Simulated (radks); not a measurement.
Sb II, configuration [Kr] 4d10 5s2 5p2 (the NIST ground configuration). Calculated with a radial shooting solver on a logarithmic mesh with Libxc functionals: scalar-relativistic Kohn-Sham, XLYP, spin-polarised, spherical densities, point nucleus; open shells are filled with parallel spins first (spin-orbit coupling, left out, can overturn this in heavy ions).

X-ray form factor f0, the Fourier transform of the density (f0(0) = 50):

| sin(theta)/lambda (1/angstrom) | f0 (electrons) |
|---|---|
| 0.05 | 49.151 |
| 0.1 | 46.937 |
| 0.15 | 44.046 |
| 0.2 | 41.033 |
| 0.25 | 38.156 |
| 0.3 | 35.479 |
| 0.4 | 30.727 |
| 0.5 | 26.783 |
| 0.6 | 23.660 |
| 0.8 | 19.424 |
| 1 | 16.672 |
| 1.25 | 13.856 |
| 1.5 | 11.318 |
| 2 | 7.630 |
